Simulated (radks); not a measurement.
Spherical quantum dot in the effective-mass picture: electrons in a well V = -V0 / (1 + exp((r - R)/a)) with V0 = 43.4, R = 1.29, a = 0.13, all in effective atomic units (hartree* = m*/eps^2 hartree, bohr* = eps/m* bohr), one dielectric constant everywhere. Method: non-relativistic Kohn-Sham, PBE, spin-polarised, spherical densities; computed with a radial shooting solver with Libxc functionals. Levels are named by radial order and angular momentum (1s, 1p, 1d, 2s, ...), and open shells are averaged over m. Each electron was tried in the lowest free levels, single moves between levels near the top were tried too, and the lowest total energy was kept; such a search can miss a lower state. The series stops at N = 24: beyond it a trial failed or the search could not be trusted, so later rows were left out. At N = 1 the Hartree and exchange-correlation terms need not cancel, so that row can carry a self-interaction error.

N        open shells  2S  E (hartree*)  mu = E(N) - E(N-1) (hartree*)  addition energy mu(N+1) - mu(N) (hartree*)  e(HOMO) (hartree*)  rms radius (bohr*)
1   1s(up 1, down 0)   1      -39.6749                        -39.675                                       1.415             -39.147              0.6482
2               none   0      -77.9353                        -38.260                                       4.374             -37.736              0.6617
3   1p(up 1, down 0)   1      -111.822                        -33.887                                       1.024             -33.385              0.7092
4   1p(up 2, down 0)   2      -144.685                        -32.863                                       1.059             -32.337              0.7343
5   1p(up 3, down 0)   3      -176.489                        -31.804                                       1.402             -31.270              0.7510
6   1p(up 3, down 1)   2      -206.891                        -30.402                                      0.9956             -29.913              0.7643
7   1p(up 3, down 2)   1      -236.298                        -29.406                                       1.028             -28.895              0.7749
8               none   0      -264.676                        -28.378                                       4.759             -27.859              0.7838
9   1d(up 1, down 0)   1      -288.295                        -23.620                                      0.9577             -23.142              0.7994
10  1d(up 2, down 0)   2      -310.957                        -22.662                                      0.9646             -22.180              0.8122
11  1d(up 3, down 0)   3      -332.654                        -21.697                                      0.9678             -21.214              0.8231
12  1d(up 4, down 0)   4      -353.384                        -20.730                                      0.9690             -20.245              0.8326
13  1d(up 5, down 0)   5      -373.144                        -19.761                                       1.261             -19.276              0.8410
14  1d(up 5, down 1)   4      -391.644                        -18.500                                      0.9347             -18.034              0.8487
15  1d(up 5, down 2)   3      -409.210                        -17.565                                      0.9415             -17.095              0.8558
16  1d(up 5, down 3)   2      -425.833                        -16.624                                      0.9450             -16.152              0.8622
17  1d(up 5, down 4)   1      -441.512                        -15.679                                      0.9465             -15.206              0.8681
18              none   0      -456.244                        -14.732                                       3.403             -14.259              0.8737
19  2s(up 1, down 0)   1      -467.573                        -11.329                                       1.277             -10.795              0.8749
20              none   0      -477.624                        -10.051                                       2.278             -9.5255              0.8761
21  1f(up 1, down 0)   1      -485.398                        -7.7733                                      0.8919             -7.3275              0.8836
22  1f(up 2, down 0)   2      -492.279                        -6.8814                                      0.8924             -6.4353              0.8905
23  1f(up 3, down 0)   3      -498.268                        -5.9891                                      0.8923             -5.5429              0.8970
24  1f(up 4, down 0)   4      -503.365                        -5.0968                                           -             -4.6508              0.9031

All shells are closed at N = 2, 8, 18, 20 (there: 1s2 1p6 1d10 2s2); the second difference of the energy has clear peaks (12 % above both neighbours; the first and last values, which can be the largest, are not judged, and half-filled shells can peak too) at N = 2, 5, 8, 13, 18, 20.
